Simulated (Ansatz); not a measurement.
GeH5N (SMILES [NH2][GeH3]) moved off its minimum; all values from Ansatz (a quantum-chemistry and plane-wave program), cores frozen in correlated methods.
(charge 0, multiplicity 1)
```xyz
7

Ge    -0.4088     0.0209     0.0409
N      1.4736    -0.2010    -0.1580
H     -1.1481    -0.9195    -0.9446
H     -0.7009     1.5436    -0.2846
H     -0.9484    -0.2685     1.5578
H      1.7962    -1.1244    -0.0509
H      2.0444     0.5123     0.3274
```

Give the forces (eV/Å), the total energy and the dipole at CCSD(T)/cc-pVTZ.


```tsv
atom	Fx	Fy	Fz
Ge1	0.664	0.373	0.910
N2	-1.414	2.067	-0.094
H3	0.169	0.064	0.085
H4	0.112	-0.645	0.099
H5	0.352	0.158	-1.079
H6	0.634	-0.984	0.412
H7	-0.516	-1.033	-0.332
```
Energy -2133.1752 hartree, dipole 0.80 D.
